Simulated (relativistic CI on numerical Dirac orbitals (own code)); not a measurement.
# Sensitivity of the levels of Si XI to α

Calculated at this level of theory: Dirac-Coulomb-Breit CI, KLI orbitals optimised for each configuration, derivatives by finite differences, unscaled Slater integrals, QED left out (own radial code, finite nucleus).

Configurations in the expansion (outside the closed core 1s2): 2s², 2s2p, 2p², 2p3s, 2p3p, 2s3s, 2s3p, 2s3d. Levels of other configurations are missing.

With x = (α/α₀)² − 1 an excitation energy changes as ω = ω₀ + qx; K = 2q/ω₀ is the relative enhancement. Terms are leading LS components, so labels can repeat.

Lowest level 2s² ¹S0.

| Level | ω₀ (cm⁻¹) | q (cm⁻¹) | K |
| --- | --- | --- | --- |
| 2s2p ³P°0 | 171321 | 1911 | 0.0223 |
| 2s2p ³P°1 | 173635 | 4159 | 0.0479 |
| 2s2p ³P°2 | 178749 | 9375 | 0.105 |
| 2s2p ¹P°1 | 343377 | 7514 | 0.0438 |
| 2p² ³P0 | 447317 | 9334 | 0.0417 |
| 2p² ³P1 | 450099 | 12390 | 0.055 |
| 2p² ³P2 | 454547 | 16590 | 0.073 |
| 2p² ¹D2 | 504099 | 15190 | 0.0603 |
| 2p² ¹S0 | 623365 | 14980 | 0.0481 |
| 2s3s ³S1 | 2208629 | 6499 | 0.00588 |
| 2s3s ¹S0 | 2240773 | 6840 | 0.00611 |
| 2s3p ¹P°1 | 2288907 | 8319 | 0.00727 |
| 2s3p ³P°0 | 2290999 | 7159 | 0.00625 |

At this charge energies of transitions that change n are usually good to better than 1 %, and those within a shell (Δn = 0) to a few per cent.
